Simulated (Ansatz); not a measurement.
The same path of C$_{2}$H$_{7}$AlN (11 atoms, charge 1, multiplicity 1) was run 3 times with different band settings. The coordinate that changes most is the dihedral Al4–C2–N3–H8.

Method: Ansatz 0.2.0, RKS B3LYP-D4/def2-SVP.

Relaxed end points:

```xyz
11
Properties=species:S:1:pos:R:3
C -1.089 0.925 -0.106
C -0.036 -0.082 0.166
N -0.098 -0.769 1.264
Al 1.536 -0.440 -1.141
H -1.570 0.692 -1.074
H -1.859 1.003 0.678
H -0.615 1.911 -0.259
H 0.603 -1.476 1.501
H -0.848 -0.643 1.953
H 1.518 0.443 -2.431
H 2.458 -1.564 -0.549
```

```xyz
11
Properties=species:S:1:pos:R:3
C -1.091 0.926 -0.106
C -0.038 -0.081 0.165
N -0.097 -0.769 1.262
Al 1.536 -0.440 -1.140
H -1.574 0.694 -1.072
H -1.859 1.004 0.681
H -0.618 1.913 -0.260
H -0.846 -0.647 1.953
H 0.606 -1.476 1.495
H 1.523 0.439 -2.432
H 2.457 -1.563 -0.545
```

Common settings: spring 5.0 eV/Å²; optimiser quadratic models (default); start path through a guess of the saddle point; force threshold 0.05 eV/Å; iteration limit 60; end points relaxed.

| run | movable images | climbing image |
| --- | --- | --- |
| 1 | 5 | yes |
| 2 | 6 | no |
| 3 | 1 | no |

(1) What does each run give, and how far can it be trusted?

## Answers

(1) Run 1: converged after 35 iterations, highest image 2.440 eV above the first end. The dihedral Al4–C2–N3–H8 jumps by 96° between images 3 and 4, so the path isn't resolved there. Neighbouring images differ by up to 2.1 eV, so the band resolves the path poorly. A vibrational analysis at the climbing image gives one clearly imaginary mode, 1021i cm⁻¹: a first-order saddle point.
Run 2: converged after 7 iterations, highest image 2.239 eV above the first end. Neighbouring images differ by up to 1.3 eV, so the band resolves the path poorly. No image climbed, so the highest image needn't sit at the top of the path.
Run 3: converged after 38 iterations, highest image 2.128 eV above the first end. The dihedral Al4–C2–N3–H8 jumps by 102° between images 0 and 1, so the path isn't resolved there. Neighbouring images differ by up to 2.1 eV, so the band resolves the path poorly. No image climbed, so the highest image needn't sit at the top of the path. So few images can step over the top or miss a turn of the path.
